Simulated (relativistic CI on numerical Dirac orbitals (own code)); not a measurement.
# Ni²⁺ in a cubic cluster: 2p photoemission with charge transfer

Computed with a charge-transfer multiplet model of a cubic metal-ligand cluster with up to 2 ligand holes, Slater and spin-orbit integrals from Dirac-Coulomb-Breit ions, Slater integrals scaled by 0.8. The ground state mixes d8 with configurations of k ligand holes L, whose averages lie at kΔ + k(k − 1)U_dd/2; a core hole lowers each added d electron by U_cd. 20 K, Lorentzian 0.6 eV and Gaussian 0.8 eV FWHM.

Atomic integrals in eV (Slater integrals scaled, ζ unscaled), ground: F2dd 9.736, F4dd 6.042, zeta_d 0.080; with the core hole: F2dd 11.178, F4dd 6.982, zeta_d 0.114, zeta_core 11.406, F2cd 6.704, G1cd 5.115, G3cd 2.909.

Cluster parameters (eV): U_dd = 6.2, U_cd = 7.7, 10Dq = 0.95, 10Dq(ligand) = 0.3, V(eg) = 2.7, V(t2g) = -1.21, final-state hopping factor = 1.

```tsv
Case	n_d	d8	d9L	d10L2	S
Δ = 0.1 eV	8.54	0.51	0.45	0.05	1.00
Δ = 1.1 eV	8.44	0.59	0.38	0.03	1.00
Δ = 3.1 eV	8.30	0.71	0.27	0.01	1.00
Δ = 4.1 eV	8.25	0.76	0.23	0.01	1.00
Δ = 5.1 eV	8.20	0.80	0.19	0.01	1.00
```

Weights, n_d and S are thermal averages at 20 K. Binding energies count from the first peak over 30 % of the highest in each spectrum, which can be another peak from case to case. The parameters are a model scan and need not match a compound or its usual spin state. Peaks in eV (height, largest 100):
- Δ = 0.1 eV: 0.0 (100), 7.0 (35), 13.3 (7), 17.3 (50), 24.2 (23), 30.6 (6)
- Δ = 1.1 eV: 0.0 (100), 7.0 (39), 12.6 (8), 14.6 (6), 17.5 (49), 24.3 (24), 29.8 (7)
- Δ = 3.1 eV: 0.0 (100), 6.9 (38), 11.6 (6), 13.0 (5), 17.5 (49), 24.4 (23)
- Δ = 4.1 eV: 0.0 (100), 6.8 (33), 17.6 (49), 24.4 (21)
- Δ = 5.1 eV: 0.0 (100), 6.6 (28), 17.6 (50), 24.4 (18)

Curve for Δ = 5.1 eV (points under 2 left out, the grid thinned):

```csv
E (eV),Intensity
-3.0,2.1
-2.4,3.3
-1.7,6.8
-1.1,19.1
-0.5,66.7
0.2,94.1
0.8,51.1
1.4,30.5
2.1,16.6
2.7,9.5
3.3,5.9
4.0,4.5
4.6,5.4
5.2,7.2
5.8,14.0
6.5,27.5
7.1,24.8
7.7,16.4
8.4,11.5
9.0,9.7
9.6,5.3
10.3,2.9
11.6,2.1
12.2,3.0
12.9,3.8
13.5,3.3
15.2,2.0
15.9,3.7
16.5,9.9
17.1,32.9
17.8,47.9
18.4,29.3
19.0,14.4
19.6,7.1
20.3,3.9
20.9,2.5
21.5,2.1
22.2,2.3
22.8,2.8
23.4,5.8
24.1,15.6
24.7,16.3
25.3,9.5
26.0,4.9
26.6,2.2
```

For the case Δ = 3.1 eV, Δ = 3.1 eV is smaller than U_dd = 6.2 eV, the charge-transfer side of the Zaanen-Sawatzky-Allen scheme. With the core hole the configuration with one ligand hole lies at Δ − U_cd = -7.6, -6.6, -4.6, -3.6, -2.6 eV from the one without, in the order of the table; where this is negative the screened configuration lies lower, though the effective hopping of about 3.5 eV (from the holes of the mixed ground state) mixes the two strongly wherever it is as large as the gap.
